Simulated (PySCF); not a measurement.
Vertical excitations of a molecule C3H8AlF from TDDFT-PBE/def2-SVPD (PySCF 2.14.0), as energy in eV (oscillator strength): 4.60 (0.000), 5.71 (0.030), 6.32 (0.003), 6.49 (0.004), 6.58 (0.002), 6.88 (0.044), 7.02 (0.228), 7.23 (0.020), 7.44 (0.005), 7.47 (0.012). Lowest triplet (TDA): 4.28 eV. Geometry: B3LYP-D3(BJ)/def2-SVP. One conformer was computed; it need not be the lowest.

### Question
Pick the molecule that these values belong to.
(A) CC[CH2][AlH][F]
(B) C[CH2][Al]([CH3])[F]
(C) C[CH](C)[AlH][F]

### Answer
C, C[CH](C)[AlH][F]
